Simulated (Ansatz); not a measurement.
C₃H₄BrCl (`C=CC(Cl)Br`). The species carries charge 0 and has multiplicity 1.

```xyz
9

C     0.9803   -1.0370    0.2897
C     0.5467    0.1624   -0.0670
C    -0.8893    0.5143   -0.0760
Cl   -1.2126    1.8949    0.9865
Br   -1.4641    0.9156   -1.8990
H     2.0371   -1.2741    0.2903
H     0.2958   -1.8230    0.5911
H     1.2290    0.9508   -0.3683
H    -1.5229   -0.3041    0.2528
```

Question: What are the harmonic wavenumbers in cm⁻¹ at PBE0-D4/def2-TZVP (Ansatz, finite differences of forces, unscaled)? (Best estimate.)

Answer: Computed: 99, 214, 250, 294, 380, 593, 708, 790, 960, 968, 1022, 1159, 1197, 1253, 1317, 1449, 1717, 3160, 3164, 3194, 3253.

Question: Is this a minimum?

Answer: Yes, all 21 modes are real.

Question: Give the ideal-gas thermochemistry at 298.15 K and 1 bar (rigid rotor, harmonic oscillator; point group C1, symmetry number 1).

Answer: Zero-point energy 162.4 kJ/mol; H(298) − E = 180.3 kJ/mol; entropy 337.3 J/(mol·K), of which translation 171.8, rotation 118.9, vibration 46.6; G(298) − E = 79.7 kJ/mol. Modes under 100 cm⁻¹ are hindered rotations or soft bends, so the harmonic entropy is rough.
